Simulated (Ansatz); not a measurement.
The first iterations of a band of BCl2F + H2 (6 atoms, charge 0, multiplicity 1).

Level of theory: RKS PBE0-D4/def2-SVP (Ansatz).

```
movable images  : 8
climbing image  : no
spring          : 5.0 eV/Å²
optimiser       : quadratic models (default)
start path      : through a guess of the saddle point
force threshold : 0.05 eV/Å
iteration limit : 60
end points      : relaxed
```

Initial state:

```xyz
6
Properties=species:S:1:pos:R:3
B -0.034 0.520 0.106
Cl -0.009 0.934 1.799
F 1.092 0.231 -0.498
Cl -1.519 0.506 -0.805
H -0.245 -2.539 0.572
H -0.113 -2.301 1.282
```

Final state:

```xyz
6
Properties=species:S:1:pos:R:3
B -0.115 -0.365 -0.596
Cl -0.088 -0.130 2.500
F 1.076 0.177 -0.700
Cl -1.522 0.617 -0.930
H -0.226 -1.539 -0.362
H 0.046 -1.409 2.545
```

| iteration | highest image above the first end (eV) | largest band force component (eV/Å) |
| --- | --- | --- |
| 1 | 2.746 | 5.337 |
| 2 | 1.789 | 2.380 |
| 3 | 1.626 | 5.823 |
| 4 | 1.446 | 2.446 |
| 5 | 1.454 | 1.410 |
| 6 | 1.444 | 5.536 |

**Question.** Does the band converge within its limit, and where does its top end?

**Answer.** The run converged. It ended after 20 iterations with the highest image 1.413 eV above the first end. No image climbed, so the highest image needn't sit at the top of the path. The orbitals stay closed-shell, which can raise the energy where a bond breaks towards radicals; this wasn't checked here.

The run took 2.3 min on 1 thread of AMD EPYC 9R45 96-Core Processor (Zen 5), with other jobs on the host, peak memory 0.16 GiB.
